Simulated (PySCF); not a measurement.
# BrF: from constants to spectrum

RHF-CCSD(T) constants of BrF, ¹Σ⁺ (singlet), closed shell (PySCF, no relativity, basis sets Br def2-SVP, F def2-SVP; masses 78.9183 and 18.9984 u):

| Item | Value |
| --- | --- |
| ωe | 629.1 cm⁻¹ |
| ωexe | 4.08 cm⁻¹ |
| Be | 0.33944 cm⁻¹ |
| αe | 0.00265 cm⁻¹ |
| De to Br + F | 2.09 eV |

**Question.** What force constant and bond length do these constants imply?

**Answer.** Reduced mass μred = 15.312 u; k = 5.8918×10⁻⁷·μred·ωe² (u, cm⁻¹, mdyn/Å) = 3.57 mdyn/Å; Re = √(16.8576/(μred·Be)) (u, cm⁻¹, Å) = 1.801 Å.

**Question.** Estimate the centrifugal constant D from the Kratzer relation and find the Dunham coefficient a1.

**Answer.** D = 4Be³/ωe² = 3.95e-07 cm⁻¹; a1 = −1 − αeωe/(6Be²) = -3.41.

Correlated steps freeze 10 core orbitals. Correlated levels converge slowly with the basis: in double zeta they bind strong bonds too weakly, by up to about 1 eV, and carry superposition errors of some tenths. Where the molecule has an RHF reference, its open-shell atoms are computed with UHF.
